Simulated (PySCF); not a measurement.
PySCF input (M06-2X/6-31G* (5d)):

```python
from pyscf import gto, dft

mol = gto.M(
    atom='''
    O    -0.50769900   -1.83231500    0.14527100
    Si   -0.44246900   -0.28539800    0.07857200
    O    -1.05433200    0.64038500    1.35312600
    O    -1.27354900    0.42296900   -1.23102900
    Si    1.78420100    0.50641800   -0.13197900
    H    -1.73700600    1.23499700    1.02861700
    H    -1.49799300   -0.28191100   -1.84657100
    H     1.95653500    1.99285100   -0.27352800
    H     2.67136900    0.15709500    1.02407600
    H     2.50749500   -0.04561800   -1.32384200
    ''',
    basis='6-31g*',
    charge=-1,
    spin=0,
    verbose=4,
)

mf = dft.RKS(mol, xc='m062x')
mf.grids.level = 4
mf.conv_tol = 1e-9
mf.max_cycle = 100
mf.max_memory = 1500
mf.kernel()
if not mf.converged:
    mf = mf.newton()
    mf.kernel(mf.make_rdm1())
mf.dip_moment()
```

From the output:

```

nuclear repulsion = 301.804502725829
number of shells = 44
number of NR pGTOs = 203
number of NR cGTOs = 88
basis = 6-31g*
ecp = {}

******** <class 'pyscf.dft.rks.RKS'> ********
method = RKS
initial guess = minao
damping factor = 0
level_shift factor = 0
DIIS = <class 'pyscf.scf.diis.CDIIS'>
diis_start_cycle = 1
diis_space = 8
diis_damp = 0
SCF conv_tol = 1e-09
SCF conv_tol_grad = None
SCF max_cycles = 100
direct_scf = True
direct_scf_tol = 1e-13
XC library pyscf.dft.libxc version 7.1.2
    S. Lehtola, C. Steigemann, M. J. T. Oliveira, and M. A. L. Marques,  SoftwareX 7, 1–5 (2018)
XC functionals = m062x
    Y. Zhao and D. G. Truhlar,  Theor. Chem. Acc. 120, 215 (2008)
    Y. Zhao and D. G. Truhlar,  Theor. Chem. Acc. 120, 215 (2008)
radial grids:
    Treutler-Ahlrichs [JCP 102, 346 (1995); DOI:10.1063/1.469408] (M4) radial grids

becke partition: Becke, JCP 88, 2547 (1988); DOI:10.1063/1.454033
pruning grids: <function nwchem_prune>
grids dens level: 4
symmetrized grids: False
atomic radii adjust function: <function treutler_atomic_radii_adjust>
small_rho_cutoff = 0
Set gradient conv threshold to 3.16228e-05
Initial guess from minao.
tot grids = 221160
init E= -807.728946916978
  HOMO = -0.312105588103445  LUMO = -0.00535170429553888  gap/eV = 8.34720
cycle= 1 E= -807.36025898713  delta_E= 0.369  |g|= 1.15  |ddm|= 2.85
  HOMO = 0.0966445596909987  LUMO = 0.230792315684923  gap/eV = 3.65035
cycle= 2 E= -807.02312795575  delta_E= 0.337  |g|= 1.71  |ddm|= 3.31
  HOMO = -0.102521802647451  LUMO = 0.238758373395421  gap/eV = 9.28671
cycle= 3 E= -807.618197903608  delta_E= -0.595  |g|= 0.287  |ddm|= 2.38
  HOMO = -0.0948300688326671  LUMO = 0.231887964843978  gap/eV = 8.89045
cycle= 4 E= -807.633952598855  delta_E= -0.0158  |g|= 0.0744  |ddm|= 0.282
  HOMO = -0.101806455882076  LUMO = 0.231455797176833  gap/eV = 9.06853
cycle= 5 E= -807.63502468076  delta_E= -0.00107  |g|= 0.00881  |ddm|= 0.0681
  HOMO = -0.100466125905907  LUMO = 0.233625749772477  gap/eV = 9.09110
cycle= 6 E= -807.635052572819  delta_E= -2.79e-05  |g|= 0.00258  |ddm|= 0.0192
  HOMO = -0.101211966409109  LUMO = 0.233360186468359  gap/eV = 9.10417
cycle= 7 E= -807.635054844201  delta_E= -2.27e-06  |g|= 0.000489  |ddm|= 0.00567
  HOMO = -0.101139596614633  LUMO = 0.23339818006607  gap/eV = 9.10324
cycle= 8 E= -807.635054930915  delta_E= -8.67e-08  |g|= 0.000215  |ddm|= 0.00103
  HOMO = -0.101136752178676  LUMO = 0.233403400575026  gap/eV = 9.10330
cycle= 9 E= -807.635054940812  delta_E= -9.9e-09  |g|= 9.52e-05  |ddm|= 0.000268
  HOMO = -0.101140152918025  LUMO = 0.233401670866078  gap/eV = 9.10335
cycle= 10 E= -807.635054942877  delta_E= -2.07e-09  |g|= 1.58e-05  |ddm|= 0.000109
  HOMO = -0.101139676394166  LUMO = 0.233400952956618  gap/eV = 9.10331
cycle= 11 E= -807.635054942989  delta_E= -1.12e-10  |g|= 5.12e-06  |ddm|= 3.65e-05
  HOMO = -0.101140582543314  LUMO = 0.233401589685189  gap/eV = 9.10336
Extra cycle  E= -807.635054943  delta_E= -1.09e-11  |g|= 5.13e-06  |ddm|= 1.51e-05
converged SCF energy = -807.635054943

WARN: System has nonzero charge -1; the dipole moment is origin-dependent.
Location of origin: [0. 0. 0.]

Dipole moment(X, Y, Z, Debye): -1.06703,  3.03686, -1.60855
```

The dipole moment of an ion depends on the origin.

The geometry given is a B3LYP-D3(BJ)/def2-TZVP minimum.
